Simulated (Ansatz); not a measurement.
## Abstraction of Cl: SiH2(SiH3)Cl + GeHCl2 → SiH3(SiH2) + GeHCl3

Species: SiH2(SiH3)Cl, singlet; GeHCl2 `[Cl][GeH][Cl]`, doublet; SiH3(SiH2), doublet; GeHCl3 `[Cl][GeH]([Cl])[Cl]`, singlet. A radical takes Cl: the energy is the difference in strength between the Si–Cl bond broken and the Ge–Cl bond made.

Shapes, held fixed at every level: PBE0-D4/def2-TZVP. Programs: Ansatz 0.2.0. The zero-point and thermal change to 298 K, harmonic and unscaled (PBE0-D4/def2-TZVP), is -1.8 kJ/mol.

**Question.** Estimate ΔH(298 K) of this reaction.

**Answer.** The highest level, CCSD(T)/def2-TZVPP, gives ΔH(298 K) = +34.0 kJ/mol; the levels span +23.5 to +48.6. The column of differences is taken from that level and isn't an error. No measured value is set beside it here. Open shells run unrestricted. Relativity is left out for Ge. Outer-core shells of Ge are correlated in most correlated rows, in sets that cover them unevenly. Times are processor times on shared x86 and Arm servers, and rough.

| level | kind | ΔH(298 K) (kJ/mol) | less CCSD(T)/def2-TZVPP | CPU time (sum over the molecules) |
| --- | --- | --- | --- | --- |
| MP2/def2-TZVPP | perturbation theory | +33.7 | -0.3 | – |
| SPW92/def2-TZVPP | LDA | +48.6 | +14.6 | 14 s |
| PBE-D4/def2-TZVPP | GGA | +47.5 | +13.5 | 26 s |
| BHLYP-D4/def2-TZVPP | global hybrid | +46.8 | +12.8 | 36 s |
| PBE0-D4/def2-TZVPP | global hybrid | +42.2 | +8.2 | 37 s |
| CCSD(T)/def2-SVP | coupled cluster or CI | +23.6 | -10.4 | 32 s |
| CCSD/def2-SVP | coupled cluster or CI | +23.5 | -10.5 | – |
| CCSD(T)/def2-TZVPP | coupled cluster or CI | +34.0 | 0.0 | 5.9 min |
